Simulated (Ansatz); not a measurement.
Z-matrix (Å, degrees):
```
Si
F 1 1.578
F 1 1.574 2 105.7
N 1 1.672 2 115.9 3 -121.6
F 1 1.574 2 105.8 3 116.9
H 4 1.005 1 122.2 2 79.8
H 4 1.005 1 122.2 2 -80.3
```

Total charge 0; spin multiplicity 1.

Question: List the r2SCAN/def2-TZVPP orbital energies in eV (Ansatz). (Best estimate.)

Answer: The calculation gave: Occupied: -1793.58, -666.55, -666.55, -666.40, -385.56, -143.72, -98.64, -98.61, -98.56, -32.22, -31.57, -31.41, -23.08, -14.84, -13.63, -12.84, -12.73, -12.69, -11.44, -11.43, -10.90, -10.78, -10.74, -10.31, -7.41. Lowest empty: 0.36, 1.77, 2.15, 2.54, 2.76, 4.16, 5.71, 6.30.
